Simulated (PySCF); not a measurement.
## Continuum solvent and chemical shifts

Geometry:
```tsv
atom	x (Å)	y (Å)	z (Å)
C1	3.682	0.133	-1.190
C2	2.454	-0.592	-0.928
C3	1.419	-1.198	-0.710
Si4	-0.135	-2.081	-0.371
N5	-1.404	-0.926	0.068
C6	-2.610	-0.760	-0.583
C7	-3.320	0.235	0.046
C8	-2.519	0.702	1.127
C9	-1.354	-0.027	1.112
H10	3.852	0.240	-2.273
H11	4.549	-0.391	-0.758
H12	3.641	1.142	-0.751
H13	-0.640	-2.788	-1.578
H14	0.076	-3.038	0.751
H15	-2.866	-1.369	-1.448
H16	-4.309	0.590	-0.239
H17	-2.770	1.488	1.837
H18	-0.481	0.027	1.761
```

GIAO PBE0/pcSseg-1 in PySCF 2.14.0 with density-fitted response routines on one PBE0-D3(BJ)/def2-SVP conformer, non-relativistic, equivalent nuclei averaged. Solvents enter as an IEF-PCM continuum (benzene with ε = 2.3, chloroform with ε = 4.7) around the gas-phase geometry. Shifts are referred to TMS computed in the same medium.

Gas phase, δ in ppm: C6/C9 128.1, C7/C8 117.8, C2 116.6, C3 80.4, C1 5.9, Si4 -56.4, H15/H18 6.76, H16/H17 6.48, H13/H14 5.13, H10/H11/H12 2.00. Dipole moment 2.86 D.

**Question.** How does each δ change in the continuum?

**Answer.** 
```
      atoms                                         environment  Δδ, benzene  Δδ, chloroform
      C6/C9                 aromatic CH next to a ring nitrogen         +1.1            +1.9
      C7/C8                                         aromatic CH         -0.2            -0.2
         C2                                       alkyne carbon         +2.8            +4.4
         C3                                       alkyne carbon         -0.9            -1.3
         C1                           propargylic methyl carbon         +0.1            +0.2
        Si4                         silicon bonded to C, N, 2 H         +0.1            +0.1
    H15/H18  hydrogen on an aromatic CH next to a ring nitrogen        +0.14           +0.22
    H16/H17                          hydrogen on an aromatic CH        +0.05           +0.09
    H13/H14                hydrogen on a silicon bonded to C, N        +0.02           +0.04
H10/H11/H12             hydrogen on a propargylic methyl carbon        +0.09           +0.14
```

Changes are relative to the gas phase. The dipole moment becomes 3.19 D in benzene, 3.37 D in chloroform.

**Question.** Which nuclei move most (in ppm), and what does the model miss?

**Answer.** C2 (alkyne carbon, +4.4 ppm) in chloroform. A continuum only polarises the solute; specific hydrogen bonds, the anisotropy of aromatic solvents and changes of geometry or conformer are outside it.
